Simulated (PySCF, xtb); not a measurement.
boric acid (BH3O3), SMILES OB(O)O. Other conformers were not sampled.

Harmonic wavenumbers (cm⁻¹) from xtb with GFN2-xTB at its own minimum, in rising order: 394, 399, 411, 473, 521, 594, 842, 905, 953, 972, 1263, 1353, 3645, 3653, 3658.

### Question
What does PySCF with PBE0-D3(BJ)/def2-SVP give at its own minimum? (Estimate from the structure and the level; the computed values follow.)

### Answer
281, 449, 460, 468, 511, 681, 896, 928, 1021, 1034, 1464, 1521, 3938, 3950, 3967. Paired by order, the mean absolute difference is 119 cm⁻¹ and the zero-point energies are 28.6 and 30.8 kcal/mol.
